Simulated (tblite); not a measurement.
Species: C₇H₁₃FOSi.
Numbering: `[CH3:1][C:2]([CH3:3])([CH3:4])/[C:5]([SiH3:6])=[CH:7]\[C:8](=[O:9])[F:10]` (hydrogens: H11, H12, H13 on C1; H14, H15, H16 on C3; H17, H18, H19 on C4; H20, H21, H22 on Si6; H23 on C7)

Cartesian coordinates in Å at the GFN2-xTB level; atoms count from 1:
```xyz
23
C7H13FOSi angstrom
C     -1.136    1.650    0.162
C      0.058    0.689    0.189
C      1.144    1.286   -0.716
C      0.561    0.592    1.637
C     -0.331   -0.696   -0.275
Si    -2.171   -1.132   -0.541
C      0.523   -1.716   -0.493
C      1.956   -1.822   -0.308
O      2.770   -1.136    0.219
F      2.388   -3.018   -0.841
H     -1.947    1.300    0.796
H     -1.509    1.781   -0.850
H     -0.824    2.625    0.531
H      0.832    1.244   -1.758
H      1.308    2.328   -0.449
H      2.088    0.764   -0.611
H     -0.210    0.167    2.277
H      1.450   -0.027    1.700
H      0.810    1.584    2.005
H     -2.871   -0.988    0.737
H     -2.248   -2.526   -0.977
H     -2.758   -0.271   -1.566
H      0.113   -2.651   -0.856
```

All values are computed: GFN2-xTB (tblite) harmonic vibrations without scaling, gas phase. This tight-binding method is rough: wavenumbers can miss measured ones by several per cent, in bad cases by 10 to 20. Modes of hydrogen on silicon can be 10 to 20 % off. One conformer, not necessarily the lowest.

Harmonic wavenumbers (cm⁻¹): 25.3, 75.2, 119.7, 146.3, 155.6, 187.0, 224.6, 232.2, 241.5, 261.6, 297.7, 314.7, 346.2, 389.4, 423.5, 452.3, 474.3, 569.7, 605.9, 614.9, 666.0, 715.9, 757.9, 803.6, 808.7, 838.6, 854.8, 888.4, 961.7, 962.2, 967.2, 996.5, 1035.3, 1047.2, 1066.8, 1219.2, 1230.5, 1247.7, 1364.2, 1401.6, 1405.6, 1428.6, 1485.0, 1486.4, 1490.1, 1501.8, 1508.6, 1513.4, 1599.5, 1814.0, 2255.8, 2271.6, 2278.6, 3023.4, 3025.2, 3026.0, 3033.0, 3037.7, 3039.8, 3042.4, 3051.2, 3080.7, 3099.5.

A = 1450, B = 832.0, C = 605.0 MHz; mass 160.072 u (most abundant isotopes); point group C1, symmetry number 1.

Problem. Zero-point energy?

Solution. Half the sum of the wavenumbers: 39245 cm⁻¹ = 112.21 kcal/mol.

Problem. Entropy at 350 K, 1 bar (ideal gas, RRHO, classical rotation)?

Solution. Translation 41.94, rotation 30.94, vibration 46.69: S = 119.6 cal/(mol K).

Problem. And Cp and H(350 K) − H(0)?

Solution. Cp = 55.95 cal/(mol K), of which vibrations give 48.01 (their classical limit is 63 R = 125.2); H(350 K) − H(0) = 11.42 kcal/mol without the zero-point energy, 8.64 from vibrations.

Problem. Blend soft modes into free rotors: weight 1/[1 + (100 cm⁻¹/ν̃)⁴] for the oscillator and the rest for a rotor with moment μB/(μ + B), μ = h/(8π²ν), B = 10⁻⁴⁴ kg m². What vibrational entropy results?

Solution. 43.51 cal/(mol K) in place of 46.69, which changes −T·S at 350 K by +1.11 kcal/mol.

Problem. How do the functions run with temperature in this model?

Solution. 
```csv
T (K),S (cal/(mol K)),Cp (cal/(mol K)),H − H(0) (kcal/mol),G − H(0) (kcal/mol),ln q(vib)
50,61.6,13.7,0.52,-2.56,0.85
100,73.8,22.4,1.43,-5.95,2.28
298.15,111.1,49.7,8.68,-24.45,9.22
373.15,123.2,58.6,12.75,-33.24,11.89
500,142.2,71.4,21.02,-50.10,16.31
750,174.9,89.5,41.30,-89.86,24.57
1000,202.4,101.4,65.26,-137.11,32.12
```

q(vib) and H(0) count from the zero-point level.

Problem. Which modes carry the vibrational entropy at 350 K?

Solution. 25.3 cm⁻¹: 6.49; 75.2 cm⁻¹: 4.33; 119.7 cm⁻¹: 3.42; 146.3 cm⁻¹: 3.03; 155.6 cm⁻¹: 2.91; 187.0 cm⁻¹: 2.56 cal/(mol K); the other 57 give 23.96 together.

Problem. What must be added to the electronic energy to get the Gibbs energy at 350 K and 1 bar?

Solution. ZPE + [H(350 K) − H(0)] − T·S = 112.21 + 11.42 − 41.85 = 81.78 kcal/mol.

Hindered rotation and anharmonicity are outside this model. Other conformers, if any are populated, would add a mixing term that is left out. The structure is chiral; the term R ln 2 for an equal mix with its mirror image is left out.

The run took 1.2 s wall on one thread of an Arm Neoverse V1, no GPU (shared host). This covers the Hessian and the dipole derivatives.
